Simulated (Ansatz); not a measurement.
Relaxation of HS₂Te (4 atoms, charge 0, multiplicity 2), to a largest force component of 0.015 eV/Å in at most 40 steps.

Theory: Ansatz, UKS PBE0/def2-SVP.

```xyz
4
Properties=species:S:1:pos:R:3
S -0.359 1.174 -0.295
S -0.369 -0.724 0.531
Te 1.819 -1.287 1.121
H -1.092 0.836 -1.356
```

Where does it end, and by what steps?

The forces met the threshold. After 10 steps the energy has fallen by 0.074 eV; H4 moved furthest, 0.39 Å.

```tsv
step	energy less start (eV)	largest force component (eV/Å)	accepted
0	0.0000	0.689	yes
1	-0.0347	0.150	yes
2	-0.0274	1.047	no
3	-0.0391	0.205	yes
4	-0.0607	0.301	yes
5	-0.0667	0.376	yes
6	-0.0725	0.062	yes
7	-0.0732	0.038	yes
8	-0.0740	0.032	yes
9	-0.0740	0.017	yes
10	-0.0740	0.004	yes
```

```xyz
4
Properties=species:S:1:pos:R:3
S -0.622 1.211 -0.192
S -0.460 -0.637 0.778
Te 1.810 -1.294 0.863
H -0.727 0.720 -1.450
```

Whether the end is a true minimum wasn't checked by a vibrational analysis.

The run took 59 s on 1 thread of Arm Neoverse V1, on a shared host, peak memory 0.19 GiB.
